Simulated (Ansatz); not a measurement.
A made-up structure of LiSiH₃Te, singlet:

```csv
atom,x (Å),y (Å),z (Å)
Li1,-1.9946,0.3576,0.3615
Si2,0.4109,0.3713,1.5649
Te3,-0.1500,-0.5923,-0.8663
H4,0.3533,-2.1509,-0.4495
H5,1.2120,-0.0424,-1.7021
H6,0.3787,1.7194,1.1200
```

It is relaxed with PBE-D4/def2-SVP and then PBE0-D4/def2-TZVP (Ansatz 0.2.0). Atoms count as bonded within 1.22 times the sum of their covalent radii (H–H: 0.88 Å). The end point is not checked to be a true minimum.

Task: Does its bonding change? (A judgement: the text doesn't fix the answer.)

Result: The calculation gives: Yes. Formed: none; broken: Li1–Te3.

Where it ends: The first stage lowers the energy by 1.38 eV in 13 steps. It ends as LiSiH₃Te ([Li][SiH][TeH2]):
```tsv
atom	x (Å)	y (Å)	z (Å)
Li1	-1.9992	0.0221	1.6142
Si2	0.3612	0.6972	1.3157
Te3	0.3611	-0.2311	-1.0585
H4	-0.1421	-1.8399	-1.1296
H5	1.9088	-0.8796	-1.2965
H6	-0.2796	1.8940	0.5832
```

Labels in which every atom is bracketed show which atoms are joined, not bond orders.

For scale, one of the runs: PBE0-D4/def2-TZVP relaxation, 119 basis functions, launched by `ansatz run in.yaml --threads 2 --pin off --events-out ev --progress --plain --max-ram 4352MiB`. The run took about 56 s on 2 CPU threads of an Arm Neoverse V1 (shared host).
